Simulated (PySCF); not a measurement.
**ScSBr: one-bond stretch**

All numbers come from PBE0 in PySCF with Sc def2-TZVP, S def2-TZVP, Br def2-TZVP; no relativity; density-fitted integrals.

Rigid scan from the singlet minimum (Sc–Br 2.472 Å, Sc–S 2.137 Å; Br–Sc–S 127.8°). Coordinate: the bond from Sc to the last atom (Br) scaled, the rest fixed. Energies in kJ/mol from the minimum.

(1) Predict the curve at 0.92, 0.96, 1.00, 1.05, 1.12, 1.20, 1.35, 1.55, 1.80, 2.20.

Results:

(1) 
```
scale of one bond  E (kJ/mol)  dipole size (D)
             0.92        25.0             6.01
             0.96         5.4             5.90
             1.00         0.0             5.85
             1.05         6.5             5.88
             1.12        30.4             6.10
             1.20        67.9             6.55
             1.35       144.5             7.80
             1.55       235.0                –
             1.80       318.9                –
             2.20       396.1                –
```

At long bonds a restricted determinant can lie too high, and another spin state can fall below this curve.

Other isomers or separated fragments may lie lower.
